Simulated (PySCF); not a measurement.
**Energy of Cu²⁺ (copper, charge +2) between two integer charges**

The 3d beta orbital of [Ar] 3d9 is emptied in steps (occupation f), with all orbitals relaxed, ending at [Ar] 3d8. Calculation: PySCF 2.14, in aug-cc-pVDZ-PP with ECP10MDF; scalar relativity through the core potential. The exact energy is a straight line in f; departures are measured from the line between the end points of the same method.

```tsv
f	BLYP (eV)
1	0.000
0.75	-1.606
0.5	-2.160
0.25	-1.633
0	0.000
```

```
method  E(f=0) − E(f=1) (eV)  −ε at f=1 (eV)  −ε at f=0.5 (eV)
  BLYP                36.931          28.440            36.861
```

Orbital energy along the path (eV):

```json
{"f": "1", "BLYP": "-28.440"}
{"f": "0.75", "BLYP": "-32.592"}
{"f": "0.5", "BLYP": "-36.861"}
{"f": "0.25", "BLYP": "-41.232"}
{"f": "0", "BLYP": "-45.714"}
```

Reference removal energy between the ground levels: 36.841 ± 0.012 eV (measured; NIST Atomic Spectra Database, ionization energies). The calculation has no spin-orbit coupling. The determinant left behind need not be the lowest term of the ion.
